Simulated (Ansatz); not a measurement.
```xyz
33

C     0.554   -3.981   -1.933
C     0.524   -2.456   -1.964
C     0.047   -1.876   -0.674
C    -1.314   -1.632   -0.305
C    -1.346   -1.180    1.049
C    -0.002   -1.147    1.531
C     0.853   -1.576    0.470
Os   -0.192    0.233   -0.150
C     0.429    1.542   -1.780
C    -0.950    1.774   -1.496
C    -1.048    2.242   -0.151
C     0.268    2.302    0.410
C     0.652    2.822    1.757
C    -0.390    2.594    2.838
C     1.175    1.867   -0.607
H     0.905   -4.387   -2.885
H    -0.441   -4.387   -1.738
H     1.219   -4.343   -1.145
H     1.523   -2.069   -2.184
H    -0.126   -2.113   -2.773
H    -2.171   -1.776   -0.946
H    -2.230   -0.924    1.613
H     0.311   -0.868    2.525
H     1.927   -1.674    0.522
H     0.835    1.196   -2.718
H    -1.773    1.634   -2.181
H    -1.963    2.513    0.354
H     1.598    2.356    2.050
H     0.856    3.897    1.670
H    -0.616    1.530    2.934
H    -0.038    2.964    3.803
H    -1.324    3.113    2.609
H     2.249    1.812   -0.503
```

The species carries charge 0 and has multiplicity 1. Os: def2 effective core potential.

Problem. List the ωB97M-V/def2-TZVPP orbital energies in eV (the Gaussian-basis code of Ansatz). (An estimate is asked.)

Solution. Ansatz gave: Occupied: -281.83, -281.81, -281.68, -281.67, -281.67, -281.66, -281.62, -281.62, -281.60, -281.60, -281.40, -281.39, -281.03, -281.01, -96.57, -54.49, -53.40, -53.40, -27.98, -27.18, -24.62, -24.55, -22.88, -22.62, -22.46, -22.22, -20.07, -20.01, -18.04, -17.96, -17.77, -17.49, -16.85, -16.60, -15.36, -14.95, -14.68, -14.51, -14.13, -14.02, -13.70, -13.50, -13.31, -13.12, -13.02, -12.98, -12.63, -12.23, -12.13, -12.00, -11.81, -11.68, -10.58, -10.36, -8.98, -8.70, -8.12, -8.01, -8.00. Lowest empty: 2.16, 2.57, 2.67, 2.86, 3.03, 3.09, 3.30, 3.36.
